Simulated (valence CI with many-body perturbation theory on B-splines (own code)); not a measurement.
**How close is CI+MBPT for Cr+?**

Calculated by configuration interaction combined with many-body perturbation theory (CI+MBPT): five valence electrons over a frozen Dirac-Fock core [Ar], radial functions for each j: 9 s, 9 p, 9 d, 7 f, 4 g, 2 h, with the one-electron correlation potential Σ1, the two-electron term Σ2, the three-electron term Σ3, Breit, model QED; selected CI, second order for the rest, scaled by the run's own slope (own B-spline code, finite nucleus).

Against 16 measured levels this calculation errs by 1655 cm⁻¹ on average and by 2709 at most. These come from a selection out of the NIST Handbook of Basic Atomic Spectroscopic Data. Levels without a partner in it may be off by more, other configurations by 1,000 to 4,000 cm⁻¹. Among the levels kept, up to 1200 cm⁻¹ of a level comes from second order outside the variational space, and about a tenth of that is noise between levels of different J, which matters for small intervals. Only levels of the ground parity were solved; by the run's estimate the other parity begins above the list, which can be wrong where configurations are misplaced.

Measured levels: NIST Handbook of Basic Atomic Spectroscopic Data (Sansonetti and Martin, J. Phys. Chem. Ref. Data 34, 1559 (2005)). Pairs share parity and J, and are chosen by configuration, term and nearness in energy; levels without a clear partner are left out. Energies in cm⁻¹ above the measured ground level.

```csv
Computed label,Label in the source,Measured,Computed,Difference
3d⁵ ⁶S_5/2,3d5 a 6S,0,0.0,0
3d⁴4s ⁶D_1/2,3d4(5D) 4s a 6D,11961.8,9441.1,-2521
3d⁴4s ⁶D_3/2,3d4(5D) 4s a 6D,12032.6,9496.9,-2536
3d⁴4s ⁶D_5/2,3d4(5D) 4s a 6D,12147.8,9599.7,-2548
3d⁴4s ⁶D_7/2,3d4(5D) 4s a 6D,12303.9,9752.8,-2551
3d⁴4s ⁶D_9/2,3d4(5D) 4s a 6D,12496.4,9942.9,-2554
3d⁴4s ⁴D_1/2,3d4(5D) 4s a 4D,19528.2,16871.0,-2657
3d⁴4s ⁴D_3/2,3d4(5D) 4s a 4D,19631.2,16943.7,-2687
3d⁴4s ⁴D_5/2,3d4(5D) 4s a 4D,19797.9,17090.6,-2707
3d⁴4s ⁴D_7/2,3d4(5D) 4s a 4D,20024.0,17315.5,-2709
3d⁵ ⁴G_5/2,3d5 a 4G,20512.1,19877.0,-635
3d⁵ ⁴G_11/2,3d5 a 4G,20512.1,19898.3,-614
3d⁵ ⁴G_7/2,3d5 a 4G,20517.8,19875.4,-642
3d⁵ ⁴G_9/2,3d5 a 4G,20519.3,19883.5,-636
3d⁵ ⁴P_5/2,3d5 a 4P,21822.5,21664.7,-158
3d⁵ ⁴P_1/2,3d5 a 4P,21823.8,21670.6,-153
3d⁵ ⁴P_3/2,3d5 a 4P,21824.1,21657.1,-167
```

Over 16 excited levels the mean absolute difference is 1655 cm⁻¹, the median 2528 and the largest 2709. The comparison draws on a selection of the measured levels: 17 of the 34 computed ones have a partner in it, and others may be off by more.
